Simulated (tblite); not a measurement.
Compound: C5H4F3O (doublet state).
Atom-mapped SMILES: `[O:1][C@@H:2]([CH:3]1[CH:4]=[CH:5]1)[C:6]([F:7])([F:8])[F:9]` (hydrogens: H10 on C2; H11 on C3; H12 on C4; H13 on C5)
Bond orders are those of one Lewis drawing.

Computed with GFN2-xTB (tblite), gas phase: L-BFGS steps from a force-field or distance-geometry start until the largest atomic force falls under 0.01 eV/Å.

Step 14: E = -838.8681 eV
```
atom  x, y, z in Å  |  force x, y, z in eV/Å
O1     -0.3776   -1.8093   -0.9171   -0.007   0.007   0.041
C2     -0.4255   -0.8260   -0.0837    0.106   0.037   0.001
C3      0.7896    0.1828   -0.4065    0.019  -0.019  -0.003
C4      1.3970    0.9683    0.6868    0.015  -0.069   0.001
C5      2.0928   -0.0549    0.2450   -0.045   0.027   0.005
C6     -1.7111    0.0462   -0.1800   -0.003   0.009   0.010
F7     -2.7903   -0.6922    0.0863   -0.033   0.062  -0.004
F8     -1.6889    1.0419    0.7297    0.016  -0.028  -0.012
F9     -1.8919    0.6215   -1.3696    0.029  -0.036   0.014
H10    -0.3032   -1.0927    0.9906   -0.030  -0.025  -0.025
H11     0.6908    0.5151   -1.4322   -0.012   0.009   0.026
H12     1.2657    1.7850    1.3544   -0.037  -0.020  -0.026
H13     2.9483   -0.6850    0.2785   -0.018   0.046  -0.028
```

Step 15: E = -838.8691 eV
```
atom  x, y, z in Å  |  force x, y, z in eV/Å
O1     -0.3809   -1.8127   -0.9164    0.006   0.007   0.052
C2     -0.4248   -0.8302   -0.0824    0.072   0.059   0.008
C3      0.7872    0.1827   -0.4079    0.022  -0.038   0.012
C4      1.3936    0.9665    0.6874    0.000  -0.046   0.003
C5      2.0908   -0.0541    0.2425   -0.018   0.022   0.005
C6     -1.7093    0.0457   -0.1794    0.027   0.011   0.006
F7     -2.7923   -0.6875    0.0871   -0.010   0.083  -0.020
F8     -1.6827    1.0438    0.7274    0.004  -0.036  -0.001
F9     -1.8814    0.6205   -1.3706   -0.006  -0.046   0.013
H10    -0.3030   -1.0947    0.9929   -0.021  -0.033  -0.045
H11     0.6856    0.5175   -1.4326   -0.011   0.003   0.032
H12     1.2622    1.7816    1.3571   -0.040  -0.022  -0.029
H13     2.9504   -0.6786    0.2770   -0.025   0.035  -0.037
```

Q: Estimate the geometry and energy of step 16. (The exact step hangs on the optimiser's Hessian estimate; all steps are aligned on step 15, rigid shifts and turns removed.)

A: E = -838.8700 eV, largest force 0.092 eV/Å
```
atom  x, y, z in Å  |  force x, y, z in eV/Å
O1     -0.3842   -1.8162   -0.9147    0.022   0.002   0.049
C2     -0.4229   -0.8334   -0.0811    0.009   0.055   0.014
C3      0.7851    0.1819   -0.4091    0.015  -0.042   0.021
C4      1.3901    0.9643    0.6881   -0.019  -0.011   0.010
C5      2.0889   -0.0529    0.2400    0.019   0.008   0.004
C6     -1.7069    0.0453   -0.1787    0.048   0.011   0.000
F7     -2.7944   -0.6812    0.0875    0.013   0.086  -0.029
F8     -1.6763    1.0453    0.7252   -0.003  -0.026   0.016
F9     -1.8710    0.6187   -1.3715   -0.033  -0.044   0.001
H10    -0.3030   -1.0974    0.9945   -0.006  -0.035  -0.045
H11     0.6800    0.5198   -1.4323   -0.007   0.000   0.028
H12     1.2580    1.7777    1.3594   -0.045  -0.015  -0.024
H13     2.9521   -0.6714    0.2749   -0.012   0.012  -0.044
```

The energy changes by -0.0009 eV. The first-order estimate −F·Δx gives -0.0013 eV and the mean of the old and new forces, exact on a quadratic surface, -0.0009 eV. The step makes an angle of 72° with the force vector and moves no atom by more than 0.011 Å.

What follows is the cost of the whole relaxation. On an AMD EPYC 9R45 with one thread, shared host, this took 0.14 s.
